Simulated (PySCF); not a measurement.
# RhSe₃⁺, singlet: structure and spectrum

All numbers come from PySCF, PBE, basis Rh def2-SVP with ECP28, Se def2-SVP (scalar-relativistic core potentials, no spin–orbit coupling, density fitting).

The structure is a minimum.

* Point group: D3h
* Bond lengths: Rh–Se 2.203 Å (×3)
* Bond angles: Se–Rh–Se 120.0° (×3)
* Zero-point energy: 7.7 kJ/mol
* Principal polarisabilities: 51.9, 138.6, 138.6 bohr³
* Enthalpy at 298.15 K above 0 K: 18.90 kJ/mol
* Highest occupied level: -11.27 eV
* Rotational symmetry number: 6
* Dipole moment about the centre of mass: 0.00 D
* Rotational constants: 0.02898, 0.02898, 0.01449 cm⁻¹
* Entropy at 298.15 K and 1 bar: 362.6 J/(mol K)
* Lowest empty level: -10.82 eV
* Heat capacity Cp at 298.15 K: 77.6 J/(mol K)
* Principal quadrupole moments (Buckingham, traceless) about the centre of mass: -13.22, 6.61, 6.61 D Å

Harmonic modes (masses in u: Rh 102.906, Se 79.917):
```
symmetry  ω (cm⁻¹)  IR (km/mol, summed over degenerate members)  μ (u)
    a2''        51                                          0.7  94.72
      e'        93                                          1.9  82.36
     a1'       278                                          0.0  79.92
      e'       387                                          9.3  91.51
```

In D3h the vibrations span a2'' + 2e' + a1'. The a1' mode carries no infrared intensity, as symmetry demands.

Charges (e):
| atom | Mulliken | Löwdin | polar tensor | Mayer order to Rh1 |
| --- | --- | --- | --- | --- |
| Rh1 | -0.08 | -0.94 | 0.50 | – |
| Se2,3,4 | 0.36 | 0.65 | 0.17 | 1.74 |
Other Mayer orders above 0.3: Se–Se 0.57 (×3).

Mulliken populations on Rh1 (electrons outside its core potential): s 2.69, p 6.56, d 7.82, f 0.01.

Formally Rh is in oxidation state +7, d2, with 0 unpaired electrons (the high-spin count would be 2). The polar-tensor charge on Rh, 0.50, is far below the formal one.

Only a few start shapes were tried, so a lower isomer may exist.

The final relaxation and frequency run took roughly 120 core-seconds on a shared host.
